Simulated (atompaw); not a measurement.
Before and after: PAW (atompaw) potential for samarium

- Element: Sm (Z = 62)
- Generator: atompaw 4.2.0.5
- Type: PAW
- Functional: PBEsol
- Relativity: scalar-relativistic
- Frozen core: [Kr] 4d10
- Valence charge: 16
- Reference configuration: 4f6 5s2 5p6 5d0 6s1.5 6p0 (charge +0.5)
- Partial waves: 5s (bound); 6s (bound); 5p (bound); 6p (bound, empty); 5d (bound, empty); 5d channel at 0.2 Ry; 4f (bound); 4f channel at 0.4 Ry
- Local potential: ultrasoft scheme with l = 4 at 0 Ry, radius 2.55 bohr
- Core correction: smooth core density matched at 2.20 bohr
- Augmentation charge: besselshape compensation charge, radius 2.30 bohr; PAW radius 3.00 bohr; waves and projectors: bloechl

All-electron outer shells of the reference configuration (PBEsol, scalar-relativistic, ld1.x):

```csv
shell,level (eV),outermost node (bohr),outermost maximum (bohr)
4p,-250.08,0.30,0.56
4d,-131.59,0.28,0.59
5s,-46.24,0.69,1.27
5p,-26.19,0.74,1.43
6s,-5.95,1.69,3.57
4f,-5.42,–,0.61
5d,-4.34,0.84,2.14
6p,-3.16,2.04,4.59
```

Change: wave 4f channel at 0.4 Ry becomes 4f channel at -0.24 Ry.

Cutoffs: the cutoffs (Ry, on a coarse ladder) from which the occupation-weighted sum of valence levels, in a spherical-Bessel basis at the reference potential, stays within 10 and 1 mRy of its value at 400 Ry; they do not see the model core or the augmentation charge, which bear on the density cutoff.

**Question.** What does the change do?

**Answer.** The potential gets harder (25 Ry and 35 Ry → 30 Ry and 35 Ry); neither file shows a bound ghost.

| quantity | base | changed |
| --- | --- | --- |
| cutoff, loose | 25 Ry | 30 Ry |
| cutoff, tight | 35 Ry | 35 Ry |
| loose cutoff by channel (10 mRy a level) | s 12 Ry, p 15 Ry, f 18 Ry | s 12 Ry, p 15 Ry, f 21 Ry |
| bound ghosts | none | none |
| s: phases at 3.00 bohr within 0.05 rad from the reference energy up to (Ry; the scan ends near 5) | 2.9 | 2.9 |
| p: phases at 3.00 bohr within 0.05 rad from the reference energy up to (Ry; the scan ends near 5) | to the end of the scan | to the end of the scan |
| d: phases at 3.00 bohr within 0.05 rad from the reference energy up to (Ry; the scan ends near 5) | 1.1 | 1.1 |
| f: phases at 3.00 bohr within 0.05 rad from the reference energy up to (Ry; the scan ends near 5) | 1.3 | 1.0 |
| lowest overlap eigenvalue by channel | s 0.46, p 0.68, d 0.02, f 1.00 | s 0.46, p 0.68, d 0.02, f 1.00 |

 The cutoffs see the waves, projectors and local potential, not the compensation charge or the core.
